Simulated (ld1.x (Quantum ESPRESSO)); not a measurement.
# boron (B): one change to a TM potential, before and after

* Element: B
* Generator: ld1.x (Quantum ESPRESSO) 7.5
* Type: norm-conserving Troullier–Martins (Kleinman–Bylander form)
* Functional: LDA (PZ)
* Relativity: scalar-relativistic
* Frozen core: [He]
* Valence charge: 3
* Reference configuration: 2s1.75 2p1.25
* Partial waves: 2s (bound): rc 1.10 bohr; 2p (bound): rc 3.15 bohr
* Local potential: the p channel
* Core correction: none

Change: wave 2s (bound): rc 1.10 bohr becomes 2s (bound): rc 1.00 bohr.

Cutoffs: the cutoffs (Ry, on a coarse ladder) from which the occupation-weighted sum of valence levels, in a spherical-Bessel basis at the reference potential, stays within 10 and 1 mRy of its value at 400 Ry; they do not see the model core or the augmentation charge, which bear on the density cutoff. Errors are all-electron minus pseudo energies relative to the spin-unpolarised reference configuration.

Q: Predict the effect on cutoff, ghosts and configuration errors.

A: The potential gets harder (21 Ry and 70 Ry → 55 Ry and 140 Ry); the errors of the 9 common tests hardly move; neither file shows a bound ghost. A smaller radius makes the pseudo-wave follow the all-electron one further in, where it bends more sharply, so more plane waves are needed.

```csv
quantity,base,changed
"cutoff, loose",21 Ry,55 Ry
"cutoff, tight",70 Ry,140 Ry
loose cutoff by channel (10 mRy a level),"s 18 Ry, p 10 Ry","s 45 Ry, p 10 Ry"
bound ghosts,none,none
"error for 2s2 2p1, meV [ΔE -1.42 eV]",-0.8,-0.8
"error for 2s2 2p0, meV [ΔE 6.91 eV]",+110,+111
"error for 2s1 2p0, meV [ΔE 32.21 eV]",+384,+386
"error for 2s1 2p2, meV [ΔE 4.27 eV]",-6.9,-6.3
"error for 2s2 2p1.3, meV [ΔE -2.19 eV]",-3.8,-3.8
"error for 2s2 2p0.5, meV [ΔE 1.52 eV]",+18,+19
"error for 2s1 2p1, meV [ΔE 12.86 eV]",-33,-33
"error for 2s1.75 2p1.25 (spin-polarised), meV [ΔE -0.56 eV]",+36,+37
"error for 2s2 2p1 (spin-polarised), meV [ΔE -1.65 eV]",+12,+12
s: phases at 3.39 bohr within 0.05 rad from the reference energy up to (Ry; the scan ends near 5),0.4,0.4
p: phases at 3.39 bohr within 0.05 rad from the reference energy up to (Ry; the scan ends near 5),0.4,0.4
```
